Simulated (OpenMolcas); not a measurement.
Pm3+ with its 6 nearest bromide ions at 2.84 Å, on the Y site of Cs2NaYBr6 (a = 11.3047 Å, distance in the model lattice 2.765 Å). The rest of the host is ab initio model potentials to 7.6 Å, with orthogonalisation functions on the cations behind the ligands, and point charges beyond; the distance is set by hand and nothing relaxes. Ligand basis ANO-RCC-VDZP.

| Property | Result |
| --- | --- |
| Program | OpenMolcas |
| Method | CASSCF |
| Basis | ANO-RCC-VDZP [7s6p4d2f1g] |
| Scalar Hamiltonian | DKH2, point nucleus |
| Active space | 4 electrons in 7 orbitals (4f) |
| State averaging | 2S+1 = 5 even, 35 roots (32 in the spin-orbit step); 2S+1 = 3 even, 117 roots kept (CI in the orbitals of an earlier block, 106 in the spin-orbit step); 2S+1 = 1 even, 75 roots kept (CI in the orbitals of an earlier block, 31 in the spin-orbit step) |
| Spin-orbit coupling | state interaction with AMFI integrals over the reference wave functions |

Problem. What is the spin-free ground state (labels of O, the rotations of Oh)?

Solution. 5T2, 3-fold in its orbital part, 100 % from free-ion I terms; it has the highest spin that f4 allows.

Problem. Where is the first state of the same spin?

Solution. 5A1 at 27.1 cm-1 above the ground state.

Problem. What are the lowest two levels with spin-orbit coupling?

Solution. A 3-fold level T2, then a 1-fold level A1 121.9 cm-1 above it. Their leading multiplicities are 5 (98 %) and 5 (98 %).

Problem. What is χT at 300 K, and how does it compare with the textbook value?

Solution. Hund's rules give f4 the level 5I4 with g = 0.600, so an isolated free-ion multiplet has χT = g² J(J+1) / 8 = 0.900 cm3 K/mol. The computed 0.969 at 300 K differs by +8 %, through the field's splitting, the mixing of terms and any other multiplet in reach.

High states are left out of the spin-orbit mixing, which shifts the levels that they would mix with. Without dynamic correlation the ligand-field splitting of an f shell can come out too small, at times by half. The first state left out of the spin-orbit step lies near 39000 cm-1 above the lowest spin-free state of the reference (among the parities and spins computed), and the lists stop at four fifths of that energy or lower. No measured value stands beside these numbers; the geometry was set by hand and not optimised.
